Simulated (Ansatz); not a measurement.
Cartesian coordinates in Å:
```
C -1.1275 -2.7396 -0.9553
O -0.6290 -1.4355 -1.0402
Nb -0.0012 -0.0077 0.0259
O -0.0717 -0.4887 1.6590
O -1.0962 1.5166 -0.1909
C -1.9375 2.3800 0.5185
O 1.7953 0.3979 -0.3955
C 3.0768 0.4402 0.1634
H -1.1844 -3.0768 0.0851
H -2.1288 -2.7823 -1.3946
H -0.4767 -3.4214 -1.5113
H -1.5569 3.4039 0.4532
H -2.9421 2.3564 0.0852
H -2.0021 2.0946 1.5738
H 3.0623 0.1360 1.2154
H 3.4763 1.4567 0.0962
H 3.7432 -0.2302 -0.3879
```

Charge 0, multiplicity 1. Nb takes the def2 core potential.

List the ωB97M-V/def2-TZVPP orbital energies in eV (Ansatz). (Best estimate.)

Ansatz gave: Occupied: -526.18, -526.18, -526.18, -525.70, -282.76, -282.76, -282.76, -69.02, -43.85, -43.41, -43.41, -30.70, -30.43, -30.43, -27.19, -21.61, -21.57, -21.57, -15.82, -15.82, -15.77, -15.43, -15.43, -15.21, -15.21, -15.16, -15.14, -12.69, -12.19, -12.19, -11.50, -11.50, -10.85, -10.62, -10.62, -10.43. Lowest empty: 1.16, 1.55, 1.55, 1.73, 1.95, 1.95, 2.73, 2.73.
